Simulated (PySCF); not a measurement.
H$_{2}$O$_{2}$, charge +1, doublet, at a GFN2-xTB geometry (a state made from the parent by changing its charge; the spin is typed, not shown lowest); TPSS/def2-SVP (PySCF).

Input for PySCF:
```python
from pyscf import gto, scf, dft

mol = gto.Mole()
mol.atom = '''
    O     0.00029017    0.64522356   -0.01214168
    O    -0.00029017   -0.64522356    0.01214168
    H     0.94311055    0.99403527   -0.03396231
    H    -0.94311055   -0.99403527    0.03396231
'''
mol.basis = 'def2-svp'
mol.charge = 1
mol.spin = 1
mol.verbose = 4
mol.build()

mf = dft.UKS(mol)
mf.xc = 'tpss'
mf.init_guess = 'mod_huckel'
mf.kernel()
mf.analyze()
```

It wrote (shortened):

```
PySCF version 2.14.0

[INPUT] verbose = 4
[INPUT] num. atoms = 4
[INPUT] num. electrons = 17
[INPUT] charge = 1
[INPUT] spin (= nelec alpha-beta = 2S) = 1
[INPUT] symmetry False subgroup None
[INPUT] Mole.unit = angstrom
[INPUT] Symbol           X                Y                Z      unit          X                Y                Z       unit  Magmom
[...]
nuclear repulsion = 39.3287596602619
number of shells = 18
number of NR pGTOs = 62
number of NR cGTOs = 38
basis = def2-svp
ecp = {}

******** <class 'pyscf.dft.uks.UKS'> ********
method = UKS
initial guess = mod_huckel
damping factor = 0
level_shift factor = 0
DIIS = <class 'pyscf.scf.diis.CDIIS'>
diis_start_cycle = 1
diis_space = 8
diis_damp = 0
SCF conv_tol = 1e-09
SCF conv_tol_grad = None
SCF max_cycles = 50
direct_scf = True
direct_scf_tol = 1e-13
number electrons alpha = 9  beta = 8
XC library pyscf.dft.libxc version 7.1.2
    S. Lehtola, C. Steigemann, M. J. T. Oliveira, and M. A. L. Marques,  SoftwareX 7, 1–5 (2018)
XC functionals = tpss
    J. Tao, J. P. Perdew, V. N. Staroverov, and G. E. Scuseria,  Phys. Rev. Lett. 91, 146401 (2003)
    J. P. Perdew, J. Tao, V. N. Staroverov, and G. E. Scuseria,  J. Chem. Phys. 120, 6898 (2004)
    J. Tao, J. P. Perdew, V. N. Staroverov, and G. E. Scuseria,  Phys. Rev. Lett. 91, 146401 (2003)
    J. P. Perdew, J. Tao, V. N. Staroverov, and G. E. Scuseria,  J. Chem. Phys. 120, 6898 (2004)
radial grids:
    Treutler-Ahlrichs [JCP 102, 346 (1995); DOI:10.1063/1.469408] (M4) radial grids

becke partition: Becke, JCP 88, 2547 (1988); DOI:10.1063/1.454033
pruning grids: <function nwchem_prune>
grids dens level: 3
symmetrized grids: False
atomic radii adjust function: <function treutler_atomic_radii_adjust>
small_rho_cutoff = 0
Set gradient conv threshold to 3.16228e-05
Initial guess from on-the-fly Huckel, doi:10.1021/acs.jctc.8b01089,
employing the updated GWH rule from doi:10.1021/ja00480a005.
Spherically averaged atomic HF for {'H', 'O'}

******** <class 'pyscf.scf.atom_hf.AtomSphAverageRHF'> ********
method = AtomSphAverageRHF
initial guess = minao
damping factor = 0
level_shift factor = 0
DIIS = <class 'pyscf.scf.diis.CDIIS'>
diis_start_cycle = 1
diis_space = 8
diis_damp = 0
SCF conv_tol = 1e-09
SCF conv_tol_grad = None
SCF max_cycles = 50
direct_scf = True
direct_scf_tol = 1e-13
atom = O
Set gradient conv threshold to 3.16228e-05
Initial guess from minao.
init E= -74.1788039093236
cycle= 1 E= -74.1948875786556  delta_E= -0.0161  |g|=    0  |ddm|= 0.106
[...]
converged SCF energy = -151.071613436395  <S^2> = 0.7521994  2S+1 = 2.0021982
Total Energy =                        -151.071613436395410
[...]
DFT Exchange-Correlation Energy =      -17.503963076930077
**** MO energy ****
                             alpha | beta                alpha | beta
[...]
To work with the spin densities directly, `use mulliken_meta_spin()` only printing them here.

 ** Mulliken spin pop alpha/beta on meta-lowdin orthogonal AOs **
 ** Mulliken Spin Density (per AO)  **
spin_pop of  0 O 1s       -0.00000
spin_pop of  0 O 2s        0.01131
spin_pop of  0 O 3s        0.00005
spin_pop of  0 O 2px       0.00399
spin_pop of  0 O 2py      -0.00372
spin_pop of  0 O 2pz       0.49769
spin_pop of  0 O 3px       0.00012
spin_pop of  0 O 3py       0.00036
spin_pop of  0 O 3pz       0.00162
spin_pop of  0 O 3dxy      0.00001
spin_pop of  0 O 3dyz     -0.00020
spin_pop of  0 O 3dz^2    -0.00018
spin_pop of  0 O 3dxz      0.00026
spin_pop of  0 O 3dx2-y2   -0.00008
spin_pop of  1 O 1s       -0.00000
spin_pop of  1 O 2s        0.01131
spin_pop of  1 O 3s        0.00005
spin_pop of  1 O 2px       0.00399
spin_pop of  1 O 2py      -0.00372
spin_pop of  1 O 2pz       0.49769
spin_pop of  1 O 3px       0.00012
spin_pop of  1 O 3py       0.00036
spin_pop of  1 O 3pz       0.00162
spin_pop of  1 O 3dxy      0.00001
spin_pop of  1 O 3dyz     -0.00020
spin_pop of  1 O 3dz^2    -0.00018
spin_pop of  1 O 3dxz      0.00026
spin_pop of  1 O 3dx2-y2   -0.00008
spin_pop of  2 H 1s       -0.01086
spin_pop of  2 H 2s       -0.00057
spin_pop of  2 H 2px      -0.00011
spin_pop of  2 H 2py      -0.00001
spin_pop of  2 H 2pz       0.00032
spin_pop of  3 H 1s       -0.01086
spin_pop of  3 H 2s       -0.00057
spin_pop of  3 H 2px      -0.00011
spin_pop of  3 H 2py      -0.00001
spin_pop of  3 H 2pz       0.00032
 ** Mulliken Spin Density (per atom)  **
spin density of  0 O =      0.51121
spin density of  1 O =      0.51121
spin density of  2 H =     -0.01121
spin density of  3 H =     -0.01121
 ** Mulliken pop alpha/beta on meta-lowdin orthogonal AOs **
 ** Mulliken pop       alpha | beta **
[...]
In total             9.00000 | 8.00000
 ** Mulliken atomic charges   ( Nelec_alpha | Nelec_beta ) **
charge of  0O =      0.05998  (     4.22562      3.71440 )
charge of  1O =      0.05998  (     4.22562      3.71440 )
charge of  2H =      0.44002  (     0.27438      0.28560 )
charge of  3H =      0.44002  (     0.27438      0.28560 )

WARN: System has nonzero charge 1; the dipole moment is origin-dependent.
Location of origin: [0. 0. 0.]

Dipole moment(X, Y, Z, Debye):  0.00000, -0.00000,  0.00000
```
